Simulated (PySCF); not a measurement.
**Ionisation energy along the 5-electron series**

Calculated with PySCF 2.14 and a two-component X2C-1e Hamiltonian (Gaussian nucleus, no Breit or QED terms), each ion in its own even-tempered basis scaled to its charge; GMP2 freezes nothing and drops the highest virtual spinors. Values in eV. NIST values: (m) measured, (s) semi-empirical, (t) theoretical.

| ion | configuration | GHF (spin-free) | GMP2 (spin-free) | GHF (screened spin-orbit) | GMP2 (screened spin-orbit) | NIST |
| --- | --- | --- | --- | --- | --- | --- |
| K¹⁴⁺ | [He] 2s2 2p1 | 859.85 | 859.63 | 862.37 | 862.16 | 860.92 ± 0.25 (s) |
| Ca¹⁵⁺ | [He] 2s2 2p1 | 972.15 | 971.88 | 975.34 | 975.07 | 973.7 ± 0.3 (s) |
| Sc¹⁶⁺ | [He] 2s2 2p1 | 1091.3 | 1091.0 | 1095.3 | 1095.0 | 1093.5 ± 0.4 (s) |

Between Z = 19 and Z = 21 the GMP2 (screened spin-orbit) value grows as Z to the power 2.39.
